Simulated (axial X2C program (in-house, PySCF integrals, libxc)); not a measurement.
## AlW: from Re and ωe to a spectrum

A bond curve at the PBE0 level, two-component, was computed with an axial X2C code built on PySCF integrals (basis W dyall-cv3z [13s14p9d7f4g], Al dyall-v3z [8s8p2d1f] (cores contracted in-house)) for the state Ω = 5/2 (⟨Sz⟩ = 2.46, ⟨Lz⟩ = 0.04 at PBE0). Its fit gives Re = 2.6169 Å, ωe = 271.0 cm⁻¹, ωexe = 1.04 cm⁻¹ and αe = 5.509e-04 cm⁻¹; the masses are 183.9509 and 26.9815 u. Two-component means X2C with spin–orbit coupling and atomic mean-field Coulomb and Gaunt terms.

Question: Find the reduced mass, Be and the force constant.

Answer: From the PBE0 values: μ = 23.5302 u. Be = 16.8576/(μ Re²) = 0.1046 cm⁻¹. k = 5.8918×10⁻⁷ μ ωe² = 1.02 mdyn/Å.

Question: A Morse curve ties αe to the other constants (Pekeris). How well does that hold?

Answer: αe(Morse) = 6Be²/ωe × (√(ωexe/Be) − 1) = 5.217e-04 cm⁻¹; the PBE0 curve gives 5.509e-04 cm⁻¹, a ratio of 0.95.

Question: Estimate the centrifugal constant by the Kratzer relation.

Answer: D = 4Be³/ωe² = 6.24e-08 cm⁻¹.

Question: Where do the fundamental and the first overtone lie?

Answer: ν(1←0) = ωe − 2ωexe = 268.9 cm⁻¹; ν(2←0) = 2ωe − 6ωexe = 535.8 cm⁻¹.

Question: The dipole moment p changes by 1.83 D/Å at Re. What harmonic infrared intensity follows?

Answer: I = 42.256 × (dp/dR)²/μ = 6 km/mol.

The state is a single determinant with fixed occupations, the lowest that a limited PBE0 search found. Density functionals use the spin component along the axis (collinear). With several unpaired electrons one determinant need not be a pure state. This is the top spin component of a Σ state; components of lower Ω are not single determinants and can lie lower.
